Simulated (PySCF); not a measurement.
Computed shifts of a molecule C3H6N2Si, PBE0/pcSseg-1 in PySCF, GIAO, gas phase, equivalent atoms averaged, in ppm (number of nuclei): ¹³C: 216.8 (1), 181.6 (1), 29.1 (1). ¹⁵N: 440.7 (1), 314.0 (1). ²⁹Si: -18.5 (1). ¹H: 9.02 (1), 5.17 (2), 2.94 (3). References: ¹³C against TMS (σ = 186.3 ppm); ¹⁵N against NH3 (σ = 267.4 ppm); ²⁹Si against TMS (σ = 352.7 ppm); ¹H against TMS (σ = 31.56 ppm), references at their B3LYP-D3(BJ)/def2-TZVP geometries, non-relativistic. Geometry optimised at PBE0-D3(BJ)/def2-SVP. One conformer was computed; it need not be the lowest.

**Question.** Which structure fits?
A) CC1=NC=N[SiH2]1
B) C#C/C=N\[SiH2]N
C) [SiH3]n1ccnc1
D) C1=NC=NC[SiH2]1

**Answer.** A, CC1=NC=N[SiH2]1
